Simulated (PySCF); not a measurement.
A ladder of Hamiltonians for Sr²⁰⁺ (strontium, charge +20)

Occupied: 1s1/2, 2s1/2, 2p1/2, 2p3/2, 3s1/2, 3p1/2, 3p3/2. Hartree-Fock calculated with PySCF 2.14 in an even-tempered Gaussian basis (21 s from 0.98 bohr⁻², ratio 2.3; 16 p from 1.2 bohr⁻², ratio 2.3), Gaussian nucleus throughout. NR is non-relativistic, sf-X2C the spin-free one-electron X2C Hamiltonian, X2C adds the bare one-electron spin-orbit term, X2C-SNSO screens it by Boettger's factors, DC is four-component Dirac-Coulomb, and the Gaunt and Breit terms are added at first order (total energies over the DC spinors, levels after relaxing the spinors in that mean field). QED terms are absent. Levels marked empty are virtual spinors of this ion; the basis has s and p functions only, so 3d, which can lie below the n = 4 levels, is absent.

```csv
level (eV),NR,sf-X2C,X2C,X2C-SNSO
1s1/2,-16673.4,-16989.3,-16988.7,-16988.8
2s1/2,-2968.6,-3045.4,-3045.2,-3045.2
2p1/2,-2770.8,-2790.0,-2840.4,-2837.6
2p3/2,-2770.8,-2790.0,-2766.1,-2767.3
3s1/2,-1008.8,-1027.8,-1027.8,-1027.8
3p1/2,-931.66,-937.74,-948.29,-947.72
3p3/2,-931.66,-937.74,-932.72,-932.98
4s1/2 (empty),-458.92,-465.27,-465.26,-465.26
4p1/2 (empty),-432.54,-434.88,-438.13,-437.96
4p3/2 (empty),-432.54,-434.88,-433.34,-433.42
```

Question: Where do the four-component calculations put these levels?

Answer: 1s1/2: DC -16999.4, DC+Gaunt -16971.2, DC+Breit -16973.1; 2s1/2: DC -3046.3, DC+Gaunt -3043.9, DC+Breit -3044.0; 2p1/2: DC -2837.9, DC+Gaunt -2833.7, DC+Breit -2834.1; 2p3/2: DC -2768.2, DC+Gaunt -2765.2, DC+Breit -2765.7; 3s1/2: DC -1028.0, DC+Gaunt -1027.5, DC+Breit -1027.6; 3p1/2: DC -947.74, DC+Gaunt -946.91, DC+Breit -947.02; 3p3/2: DC -933.13, DC+Gaunt -932.56, DC+Breit -932.67; 4s1/2 (empty): DC -465.33, DC+Gaunt -465.16, DC+Breit -465.18; 4p1/2 (empty): DC -437.97, DC+Gaunt -437.70, DC+Breit -437.74; 4p3/2 (empty): DC -433.47, DC+Gaunt -433.28, DC+Breit -433.32 (eV).

```tsv
Hamiltonian	E (hartree)	E − E(DC) (hartree)	CPU seconds
NR	-2903.0572	46.8953	0.63
sf-X2C	-2949.1032	0.8493	0.37
X2C	-2949.3858	0.5667	0.58
X2C-SNSO	-2949.3563	0.5962	0.58
DC	-2949.9525	0.0000	20
DC+Gaunt	-2948.1059	1.8467	35
DC+Breit	-2948.2803	1.6722	100
```

Weight of the small component: 1s1/2 0.0191, 2s1/2 0.00392, 2p1/2 0.00388, 2p3/2 0.00378, 3s1/2 0.00125, 3p1/2 0.00120, 3p3/2 0.00118, 4s1/2 0.000517, 4p1/2 0.000498, 4p3/2 0.000490.

Koopmans' value for the highest occupied level at DC+Breit: 932.67 eV, against an ionisation energy of 932 ± 3 eV (semi-empirical (NIST evaluation); NIST Atomic Spectra Database, ionization energies); the former lacks relaxation, correlation, QED and recoil.

The whole ladder took 160 s of wall time on 1 thread of Neoverse-V1 (shared host), launched as `OMP_NUM_THREADS=1 python relrun2.py TASK.json OUT` (a driver that calls PySCF for each Hamiltonian).
